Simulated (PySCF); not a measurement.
**Interval between two levels of Ba by level of theory**

Ba [Xe] 6s2 → Ba [Xe] 6s1 6p1 [3P2, M_J = 2], as a difference of total energies. Calculation: PySCF 2.14, in x2c-TZVPall-2c (11s11p9d1f, 96 functions); the two-component X2C-1e Hamiltonian. Correlated levels: [Kr] 4d10 frozen; the 24 highest virtual spinors dropped. "Screened" scales the spin-orbit matrix elements by Boettger's factors to mimic the two-electron term; Breit and QED terms are absent.

| method | interval between two levels (cm⁻¹) | error (cm⁻¹) |
| --- | --- | --- |
| GHF (spin-free) | 6910.8 | -6604 |
| GMP2 (spin-free) | 12586 | -929 |
| GHF (screened spin-orbit) | 7287.2 | -6228 |
| GMP2 (screened spin-orbit) | 12968 | -547 |

Reference: 13515 cm⁻¹ (measured; NIST Handbook of Basic Atomic Spectroscopic Data (Sansonetti and Martin, J. Phys. Chem. Ref. Data 34, 1559 (2005))).

The spin-free rows relax to the high-spin LS determinant and lack the spin-orbit shift.

Errors of the correlated levels include the incompleteness of this basis and the frozen core.

The labels give the starting determinants; with spin-orbit coupling the two ends relaxed to ⟨J²⟩ = 0.00, ⟨L²⟩ = 0.04, ⟨S²⟩ = 0.04 and ⟨J²⟩ = 6.04, ⟨L²⟩ = 2.08, ⟨S²⟩ = 2.04.
